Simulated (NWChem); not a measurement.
Molecule: CH₃ClGeO; SMILES O=[CH][GeH2][Cl]

```xyz
7

O      0.1823    -2.6376     0.2949
C      0.6176    -1.5229     0.3726
Ge    -0.5705     0.0401    -0.0193
Cl     0.6198     1.8321     0.2421
H      1.6844    -1.3199     0.6617
H     -1.7398     0.0869     0.9739
H     -1.0586    -0.0087    -1.4736
```
Atoms are numbered in this order, from 1.

Results from NWChem. Geometry: optimised at PBE0/def2-SVP. GIAO values for the isolated, static molecule; σ is the absolute isotropic shielding, δ = σ(reference) − σ with the isolated reference molecule computed at the same levels (13C: tetramethylsilane, 1H: tetramethylsilane, 17O: water).

For level PBE0/pcSseg-1:

| Property | Result |
|---|---|
| δ O1 (ppm) | 915.1 |
| δ C2 (ppm) | 236.5 |
| δ H5 (ppm) | 11.77 |

Question: What are these values for level KT2/pcSseg-1?

Answer: The δ O1 (ppm) is 820.3 and the δ C2 (ppm) is 219.5. The δ H5 (ppm) comes out as 11.49.
